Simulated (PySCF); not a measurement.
Level of theory: UPBE0 in PySCF with Fe def2-SVP, S def2-SVP, Cl def2-SVP; no relativity; density-fitted integrals.

```xyz
3
charge 0 multiplicity 6, angstrom
Fe   -0.0842    0.0000   -0.0021
S    -2.1279    0.0000   -0.0522
Cl    2.0803    0.0000    0.0511
```

FeSCl (sextet), along the line from Fe1 (at 0) through S2 (at 2.044 Å).

Task: Tabulate the fields along this line at -0.72, -0.51, -0.31, -0.10, 0.20, 0.41, 0.61, 0.82, 1.02, 1.23, 1.43, 1.64, 1.84, 2.15, 2.35, 2.56, 2.76, 2.96, 3.17 Å.

Result: 
```csv
distance (Å),electron density (e/Å³),spin density (e/Å³),electron localisation function,electrostatic potential (V)
-0.72,1.55,0.424,0.259,30.7
-0.51,6.92,1.78,0.664,77
-0.31,23.7,5.87,0.492,281
-0.10,500,3.28,0.809,1940
0.20,49,7.51,0.168,635
0.41,14,3.63,0.712,140
0.61,3.22,0.858,0.446,46.6
0.82,1.03,0.161,0.158,21.8
1.02,0.832,-0.0141,0.406,15.7
1.23,1.13,-0.0573,0.775,21.9
1.43,1.45,-0.0619,0.344,46.9
1.64,3.91,-0.0238,0.169,115
1.84,61.6,-0.0211,0.856,411
2.15,182,-0.0668,0.277,1280
2.35,15.6,0.000287,0.737,197
2.56,1.76,-0.0142,0.105,71.1
2.76,1.11,-0.0187,0.794,28.7
2.96,0.646,-0.0132,0.928,11.3
3.17,0.319,-0.00691,0.901,4.12
```

On a grid of 0.10 Å the density has a local minimum along the bond near 0.92 Å from Fe, at 0.82 e/Å³, where the ELF is 0.20.

With open d or f shells other occupations or spin states may lie lower.
